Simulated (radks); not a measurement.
Dipole-allowed excitations along the series with 30 electrons in [Ar] 3d10 4s2. Method: scalar-relativistic Kohn-Sham, PBE, spin-polarised, spherical densities, finite nucleus; Fermi nuclear charge, rms radius of each element as measured or else 0.836 A^(1/3) + 0.57 fm; computed with a radial shooting solver on a logarithmic mesh with Libxc functionals. Time-dependent linear response with the Hartree and adiabatic LDA kernel, continuum included through the Sternheimer equations, no spin-orbit coupling, so fine structure and intercombination lines are absent. Lines are the poles of the dipole polarisability below minus the highest occupied eigenvalue, found on a grid refined at the orbital gaps; the lowest seven at most are given, and weak or close lines can be missed. The first line takes the name of the lowest orbital gap if no other gap lies below it; otherwise a line is named after a gap within 0.6 % of it, if that gap stands alone.

| species | -e(HOMO) (eV) | lowest orbital gap (eV) | first line (eV) | f | static alpha (bohr^3) |
|---|---|---|---|---|---|
| Zn | 5.979 | 4s-4p 4.863 | 5.553 (4s-4p) | 1.09 | 37.93 |
| Ga+ | 16.332 | 4s-4p 7.264 | 8.910 (4s-4p) | 1.59 | 17.19 |
| Ge2+ | 29.250 | 4s-4p 9.443 | 11.713 (4s-4p) | 1.64 | 10.05 |
| As3+ | 44.431 | 4s-4p 11.558 | 14.337 (4s-4p) | 1.63 | 6.623 |
| Br5+ | 81.036 | 4s-4p 15.740 | 19.388 (4s-4p) | 1.58 | 3.467 |

Estimate the first line of Se4+, its oscillator strength and the static polarisability.

Answer. 16.880 eV (4s-4p), f = 1.61, alpha = 4.680 bohr^3.
